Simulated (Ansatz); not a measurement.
Stepwise reaction of `CC[SiH](F)F` with water, as a gas-phase model of exchange steps in deposition or etching. ΔE in kJ/mol; ΔG adds harmonic PBE0-D4 terms to CCSD(T)/CBS, at 1 bar.

Gas-phase electronic energies from Ansatz, PBE0-D4/def2-TZVP geometries. CCSD(T)/CBS adds triple-zeta CCSD(T) − MP2 to the extrapolated MP2 energy (def2 sets, frozen cores). This one scheme is used for every species. Functionals use def2-TZVPP. B3LYP here is the variant with VWN-RPA as its local correlation; programs differ in this. One conformer a species, not always the lowest.

```
step                                   reaction  PBE-D4  B3LYP-D4  ωB97M-V  CCSD(T)/CBS  ΔG(600 K)
   2  `CC[SiH](O)F` + H₂O → `CC[SiH](O)O` + H–F    42.5      45.1     44.6         43.8       47.4
```

Q: Give the row of step 1, `CC[SiH](F)F` + H₂O → `CC[SiH](O)F` + H–F. (Best estimate.)

A: The calculation gave: 
```tsv
step	reaction	PBE-D4	B3LYP-D4	ωB97M-V	CCSD(T)/CBS	ΔG(600 K)
1	`CC[SiH](F)F` + H₂O → `CC[SiH](O)F` + H–F	42.6	45.2	44.6	44.3	45.4
```

Q: By hand: ΔE of the 2 steps together at CCSD(T)/CBS.

A: (44.3) + (43.8) = 88.1 kJ/mol, or 44.0 kJ/mol a step.

In ΔE the steps differ by no more than 0.5 kJ/mol. All are uphill at CCSD(T)/CBS. ΔG lies between 45.4 and 47.4 kJ/mol a step. PBE-D4 differs from CCSD(T)/CBS by -1.7 to -1.3 kJ/mol a step. Only this route is followed, and other bonds may react first. Isolated molecules leave out the surface, adducts and barriers. Largest T1 diagnostic: 0.011.
